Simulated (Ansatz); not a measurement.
A further run on [Gd(NH3)6]3+ (GdN₆H₁₈³⁺).

```yaml
crystal:
  periodic: [false, false, false]
  atoms:
    - {symbol: Gd, position_ang: [0.001569, -0.000281, 0.001907]}
    - {symbol: N, position_ang: [-0.006698, 0.015243, 2.532808]}
    - {symbol: H, position_ang: [0.835209, 0.411891, 2.976016]}
    - {symbol: H, position_ang: [-0.086857, -0.908486, 2.983168]}
    - {symbol: H, position_ang: [-0.768934, 0.550149, 2.974606]}
    - {symbol: N, position_ang: [-0.019308, -0.011558, -2.528462]}
    - {symbol: H, position_ang: [-0.838553, -0.461363, -2.963226]}
    - {symbol: H, position_ang: [0.771521, -0.493294, -2.981080]}
    - {symbol: H, position_ang: [-0.005325, 0.916734, -2.976328]}
    - {symbol: N, position_ang: [2.532276, -0.017159, 0.005186]}
    - {symbol: H, position_ang: [2.981835, 0.909751, -0.030100]}
    - {symbol: H, position_ang: [2.978216, -0.515319, -0.779250]}
    - {symbol: H, position_ang: [2.972280, -0.452022, 0.829711]}
    - {symbol: N, position_ang: [-2.528827, 0.013113, -0.034399]}
    - {symbol: H, position_ang: [-2.959252, 0.572407, -0.785679]}
    - {symbol: H, position_ang: [-2.986925, 0.379696, 0.813018]}
    - {symbol: H, position_ang: [-2.975297, -0.908475, -0.152367]}
    - {symbol: N, position_ang: [0.020083, 2.529966, 0.015528]}
    - {symbol: H, position_ang: [0.306061, 2.964019, 0.905658]}
    - {symbol: H, position_ang: [-0.886407, 2.981679, -0.176214]}
    - {symbol: H, position_ang: [0.647207, 2.979045, -0.668233]}
    - {symbol: N, position_ang: [0.002860, -2.530312, 0.009672]}
    - {symbol: H, position_ang: [-0.208837, -2.975403, -0.895657]}
    - {symbol: H, position_ang: [-0.672785, -2.977698, 0.646733]}
    - {symbol: H, position_ang: [0.894897, -2.972311, 0.277004]}
basis:
  gaussian: {orbitals: def2-TZVP, fitting: {mean_field: def2-universal-jkfit}}
total_charge: 3
magnetization: {spin_polarized: true, initial_magnetization: 7}
hamiltonian: {xc: {name: r2SCANh}}
scf: {omitted_lower_state_checks: [starts]}
output: {forces: true}
```

```sh
$ ansatz run in.yaml --threads 4 --pin off --events-out ev --progress --plain --max-ram 6963MiB
```

It prints (some lines left out):

```
Functional definition: r2SCANh
basis functions trapped inside cores are left out: 1
1224 factors; integrals over basis functions are off by at most 4.6e0 eV
mean field evaluation 1: about -29977.9167 eV, gradient 1.4e2 eV
mean field evaluation 2: about -29930.0554 eV, gradient 1.6e2 eV
mean field evaluation 4: about -30041.2345 eV, gradient 1.3e1 eV
mean field evaluation 8: about -30041.4402 eV, gradient 7.0e-2 eV
mean field evaluation 16: about -30041.4402 eV, gradient 4.7e-5 eV
mean field -30041.44020414 eV, -1104.0025646828 hartree, gradient 4.8e-5 eV, S^2 15.762439; 0 other end points of the search recorded, 0 dependent functions left out
reference -30041.44022279 eV, -1104.0025653679 hartree; 50, 43 occupied and 336, 343 virtual orbitals, 1224 factors
Total energy: -30041.44022279 eV, -1104.0025653679 hartree
Atom 0 at     0.001569    -0.000281     0.001907 Å, force    -0.001220    -0.000315    -0.001043 eV/Å
Atom 1 at    -0.006698     0.015243     2.532808 Å, force     0.000414     0.004036     0.534271 eV/Å
Atom 2 at     0.835209     0.411891     2.976016 Å, force    -0.264712    -0.124303    -0.179849 eV/Å
Atom 3 at    -0.086857    -0.908486     2.983168 Å, force     0.024680     0.289454    -0.183626 eV/Å
Atom 4 at    -0.768934     0.550149     2.974606 Å, force     0.237697    -0.166851    -0.178829 eV/Å
Atom 5 at    -0.019308    -0.011558    -2.528462 Å, force    -0.006455    -0.002086    -0.535191 eV/Å
Atom 6 at    -0.838553    -0.461363    -2.963226 Å, force     0.257337     0.141414     0.178617 eV/Å
Atom 7 at     0.771521    -0.493294    -2.981080 Å, force    -0.245762     0.151005     0.183308 eV/Å
Atom 8 at    -0.005325     0.916734    -2.976328 Å, force    -0.005148    -0.290496     0.181652 eV/Å
Atom 9 at     2.532276    -0.017159     0.005186 Å, force     0.535209    -0.002350     0.000932 eV/Å
Atom 10 at     2.981835     0.909751    -0.030100 Å, force    -0.182687    -0.290452     0.010724 eV/Å
Atom 11 at     2.978216    -0.515319    -0.779250 Å, force    -0.181891     0.155360     0.244616 eV/Å
Atom 12 at     2.972280    -0.452022     0.829711 Å, force    -0.179103     0.134900    -0.259473 eV/Å
Atom 13 at    -2.528827     0.013113    -0.034399 Å, force    -0.534408     0.002253    -0.009683 eV/Å
Atom 14 at    -2.959252     0.572407    -0.785679 Å, force     0.176092    -0.176376     0.235715 eV/Å
Atom 15 at    -2.986925     0.379696     0.813018 Å, force     0.184822    -0.115335    -0.263734 eV/Å
Atom 16 at    -2.975297    -0.908475    -0.152367 Å, force     0.181980     0.289353     0.036186 eV/Å
Atom 17 at     0.020083     2.529966     0.015528 Å, force     0.005327     0.535372     0.008538 eV/Å
Atom 18 at     0.306061     2.964019     0.905658 Å, force    -0.089406    -0.176821    -0.278437 eV/Å
Atom 19 at    -0.886407     2.981679    -0.176214 Å, force     0.283045    -0.184066     0.060156 eV/Å
Atom 20 at     0.647207     2.979045    -0.668233 Å, force    -0.197665    -0.181998     0.213237 eV/Å
Atom 21 at     0.002860    -2.530312     0.009672 Å, force     0.002594    -0.533916     0.000953 eV/Å
Atom 22 at    -0.208837    -2.975403    -0.895657 Å, force     0.067494     0.180441     0.283381 eV/Å
Atom 23 at    -0.672785    -2.977698     0.646733 Å, force     0.211388     0.181044    -0.199483 eV/Å
Atom 24 at     0.894897    -2.972311     0.277004 Å, force    -0.279624     0.180734    -0.082937 eV/Å
Dipole moment:    -0.000532     0.000487    -0.000594 e Å
Checks for a lower state left out: starts
```

Run time 37 s (4 threads of Arm Neoverse V2 on a shared host), peak host memory 1.7 GiB.

In the def2 sets Gd takes a core potential; there is no spin–orbit coupling.

The dipole of an ion depends on the origin.
